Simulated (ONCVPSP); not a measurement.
# Pseudopotential generation for bromine (Br): ONCV, PBE, scalar-relativistic.

- Element: bromine
- Generator: ONCVPSP 4.0.1
- Type: optimised norm-conserving Vanderbilt (ONCV)
- Functional: PBE
- Relativity: scalar-relativistic
- Frozen core: [Ar] 3d10
- Valence charge: 7
- Reference configuration: 4s2 4p4.75 (charge +0.25)
- Partial waves: 4s: rc 1.45 bohr, ncon 4, nbas 8, qcut 3.5 1/bohr, 3 projectors, debl 0.8 Ha; 4p: rc 1.55 bohr, ncon 4, nbas 8, qcut 4.2 1/bohr, 2 projectors, debl 0.9 Ha; d scattering state at 0.17 Ha: rc 1.40 bohr, ncon 4, nbas 7, qcut 5.8 1/bohr, 2 projectors, debl 2.8 Ha
- Local potential: polynomial inside 1.30 bohr (lpopt 5, dvloc0 1 Ha)
- Core correction: none

In the s channel the program set the typed energies aside and used -0.829, 0.250, 1.050 Ha.

All-electron outer shells of the reference configuration (PBE, scalar-relativistic, ld1.x):

```tsv
shell	level (eV)	outermost node (bohr)	outermost maximum (bohr)
3p	-176.12	0.21	0.48
3d	-69.34	–	0.43
4s	-22.57	0.67	1.41
4p	-10.14	0.70	1.66
```

Calculated quality:

```
Cutoffs needed           : 69 Ha and 84 Ha (the cutoffs (Ha) at which the residual kinetic energy of the hardest occupied pseudo-wave falls to 1 and 0.1 mHa per electron)
Ghost test               : ghosts flagged at negative energy: s at -287.3 eV, d at -20.0 eV; GHOST(+) flagged for s at 226.1 eV; a true bound ghost makes a file unfit for plane-wave use
Largest excitation error : -18 meV (all-electron minus pseudo) for 4s2 4p3, out of 4 test configurations
```

Generation and tests took about 3.2 s on one core of a shared server CPU.
